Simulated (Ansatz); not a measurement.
```yaml
crystal:
  periodic: [false, false, false]
  atoms:
    - {symbol: O, position_ang: [-0.496274, 0.491671, -0.286809]}
    - {symbol: Au, position_ang: [0.536369, -0.326489, 0.282375]}
    - {symbol: Cl, position_ang: [1.606981, -1.069770, 0.831341]}
    - {symbol: H, position_ang: [-1.118930, 0.356830, -0.081766]}
    - {symbol: H, position_ang: [-0.422757, 0.533047, -0.959739]}
basis:
  gaussian: {orbitals: def2-mTZVPP, nuclear_model: gaussian}
hamiltonian: {xc: {name: PBE-QIDH}}
output: {forces: true}
```

```sh
$ ansatz run in.yaml --threads 2 --pin off --events-out ev --progress --plain --max-ram 32768MiB --backend cpu
```

Output, abridged:

```
Functional definition: PBE-QIDH
979 factors; integrals over basis functions are off by at most 5.8e-4 eV
mean field evaluation 1: about -18222.0929 eV, gradient 4.6e1 eV
mean field evaluation 2: about -18222.2006 eV, gradient 4.6e1 eV
mean field evaluation 4: about -18225.2524 eV, gradient 2.5e0 eV
mean field evaluation 8: about -18225.2695 eV, gradient 3.1e-1 eV
mean field evaluation 16: about -18225.2699 eV, gradient 1.2e-4 eV
mean field -18225.26987770 eV, -669.7663144738 hartree, gradient 3.2e-6 eV, S^2 0.000000; 0 other end points of the search recorded, 0 dependent functions left out
6 core orbitals not correlated: weight in the atoms' cores, before any rotation towards them, 1.000 or more for the frozen orbitals, at most 0.000 for the correlated occupied ones
reference -18225.26989043 eV, -669.7663149416 hartree; 17, 17 occupied and 74, 74 virtual orbitals, 979 factors
second order -18.94414735 eV of doubles, -0.00000000 eV of singles
Total energy: -18231.58460621 eV, -669.9983764664 hartree
Atom 0 at    -0.496274     0.491671    -0.286809 Å, force    -9.454790    43.043221     1.604446 eV/Å
Atom 1 at     0.536369    -0.326489     0.282375 Å, force   -45.629127    27.506822   -20.986797 eV/Å
Atom 2 at     1.606981    -1.069770     0.831341 Å, force    96.932540   -67.242970    49.729284 eV/Å
Atom 3 at    -1.118930     0.356830    -0.081766 Å, force   -44.608977    -7.719823    13.331477 eV/Å
Atom 4 at    -0.422757     0.533047    -0.959739 Å, force     2.760354     4.412750   -43.678410 eV/Å
Dipole moment:    -1.090156     0.650937    -0.644095 e Å
```

**Question.** What is wrong with this run?

**Answer.** The geometry is squeezed to about two thirds of its size. Self-consistency was reached. The result belongs to that input, not to the molecule as meant.
